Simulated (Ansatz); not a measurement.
`[OH][GeH2][SH]` + H–F → `[F][GeH2][SH]` + H₂O at 500 K and 1 bar (ligand exchange at a Ge–O bond).

Isolated molecules relaxed with PBE0-D4/def2-TZVP in Ansatz; ΔE leaves out vibrations. CCSD(T)/CBS adds triple-zeta CCSD(T) − MP2 to the extrapolated MP2 energy (def2 sets, frozen cores). This one scheme is used for every species. For Ge outer-core shells are correlated without core-valence functions, which leaves a few kJ/mol of doubt a bond. Scalar relativity is left out up to krypton. One conformer a species, not always the lowest.

```
         species  CCSD(T)/CBS energy (Eh)  H − E (kJ/mol)  S (J/(mol·K))
`[OH][GeH2][SH]`              -2551.50958           139.4          364.0
             H–F               -100.39570            39.4          188.7
 `[F][GeH2][SH]`              -2575.53651           105.6          350.6
             H₂O                -76.37941            73.2          206.3
```

H − E and S are ideal-gas, rigid-rotor, harmonic terms from PBE0-D4/def2-TZVP, for one conformer and one mirror image of each species. 1 Eh = 2625.50 kJ/mol, R = 8.31446 J/(mol·K).

**Question.** By hand: ΔE, ΔH, ΔS and ΔG.

**Answer.** ΔE = (-2575.53651) + (-76.37941) − (-2551.50958) − (-100.39570) = -0.01064 Eh = -27.9 kJ/mol. Δ(H − E) = 105.6 + 73.2 − 139.4 − 39.4 = 0.0, so ΔH = -27.9 kJ/mol. ΔS = 350.6 + 206.3 − 364.0 − 188.7 = 4.2 J/(mol·K). ΔG = -27.9 − 500 × (4.2)/1000 = -30.0 kJ/mol.

**Question.** By hand: the equilibrium constant, and the temperature at which ΔG would vanish if ΔH and ΔS stayed fixed.

**Answer.** log₁₀ K = −ΔG/(RT ln 10) = 3.1. ΔH and −TΔS have one sign here, so there is no such temperature.

The number of gas molecules stays the same, so ΔS is small and ΔH decides. A doubt of 5 kJ/mol in ΔE shifts log₁₀ K by 0.5 here. Other conformers and mirror images would add mixing entropy, several J/(mol·K) or more a flexible species. These are equilibria of isolated gas molecules and say nothing of rates. Largest T1 diagnostic: 0.012 (customary marks: 0.02 for closed shells, 0.045 for open ones).

ΔS is within the doubt of such terms, so its sign, and with it that verdict, could turn.
